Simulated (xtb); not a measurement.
trimethylsulfonium (C3H9S), SMILES C[S+](C)C, charge +1. All values are semi-empirical tight-binding results from xtb (GFN2-xTB unless named), good for trends rather than for accurate numbers. Geometry optimised at GFN2-xTB.

### Question
Estimate the properties. (Estimate from the structure and the level; the computed values follow.)

### Answer

* **point group as xtb finds it**: C3v
* **orbital gap**: 6.32 eV
* **zero-point energy**: 70.1 kcal/mol
* **G − E(el) at 298.15 K (modified RRHO)**: 52.1 kcal/mol
* **static polarisability (D4 model)**: 57.7 bohr³
* **solvation energy, GFN2-xTB/ALPB(water)**: -55.3 kcal/mol
* **solvation energy, GFN2-xTB/ALPB(octanol)**: -49.6 kcal/mol
